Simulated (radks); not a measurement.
Question: The mean radii <r> (bohr) of the occupied orbitals of an atom or ion are listed with their occupations. Calculated with a radial shooting solver on a logarithmic mesh with Libxc functionals: Dirac Kohn-Sham, PBE, spin-unpolarised, spherical densities, finite nucleus; Fermi nuclear charge, rms radius of each element as measured or else 0.836 A^(1/3) + 0.57 fm.

orbital  occ.      <r>
1s1/2       2  0.01867
2s1/2       2  0.07835
2p1/2       2  0.06487
2p3/2       4  0.07271
3s1/2       2   0.2043
3p1/2       2   0.1943
3p3/2       4   0.2088
3d3/2       4   0.1829
3d5/2       6   0.1874
4s1/2       2   0.4587
4p1/2       2   0.4644
4p3/2       4   0.4975
4d3/2       4   0.5165
4d5/2       6   0.5279
5s1/2       2    1.102
5p1/2       2    1.222
5p3/2       4    1.329
4f5/2       6   0.6342
4f7/2       8   0.6452
6s1/2       1    3.086
5d3/2       3    2.074

Name the element and its charge. Open shells, if any, fill j = l - 1/2 first.

Answer: Z = 73, tantalum, charge +1: Ta+ in [Xe] 4f14 5d3 6s1. The 1s radius gives Z: for a bare nucleus <r> = (2 gamma + 1)/(2Z) with gamma = sqrt(1 - (Z/c)^2), 0.01844 bohr for Z = 73, and screening makes it slightly larger (0.01867 here). The occupations add up to 72, and the charge is Z minus that.
